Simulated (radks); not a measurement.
Neutral lanthanum inside a hard spherical wall (all orbitals vanish at R), configuration held at [Xe] 5d1 6s2 and not refilled when levels cross. Calculated with a radial shooting solver on a logarithmic mesh with Libxc functionals: scalar-relativistic Kohn-Sham, r2SCAN, spin-polarised, spherical densities, finite nucleus; open shells are filled with parallel spins first (spin-orbit coupling, left out, can overturn this in heavy ions); meta-GGA in the generalised Kohn-Sham scheme; Fermi nuclear charge, rms radius 4.855 fm. Eigenvalues in eV for spin up, with the zero of energy where the potential of the charges vanishes at infinity; a dash marks a level that is unbound or too diffuse for the functional's potential to be trusted. A positive occupied level is held by the wall or, in an anion where self-interaction has pushed it up, behind a barrier. The pressure on the wall is -dE/dV.

R (bohr)  E (hartree)  kinetic (hartree)    e(5s)    e(5p)   e(6s)   e(5d)  e(6p, empty)  e(7s, empty)  pressure (GPa)
free       -8493.9601           8984.409  -40.249  -23.409  -3.916  -3.333        -1.319             -               0
20         -8493.9601           8984.409  -40.249  -23.409  -3.916  -3.333        -1.318         0.282        < 0.0001
12         -8493.9595           8984.415  -40.201  -23.362  -3.881  -3.291        -1.230         1.939         0.00949
10         -8493.9560           8984.444  -40.018  -23.183  -3.741  -3.138        -0.961         3.704          0.0930
8          -8493.9331           8984.582  -39.331  -22.516  -3.132  -2.567         0.086         8.085           0.921
6          -8493.7888           8985.211  -37.227  -20.529  -0.431  -0.682         4.308        21.340            10.6
4          -8492.5822           8989.800  -30.282  -13.911  16.233   7.682        26.616        75.711             246
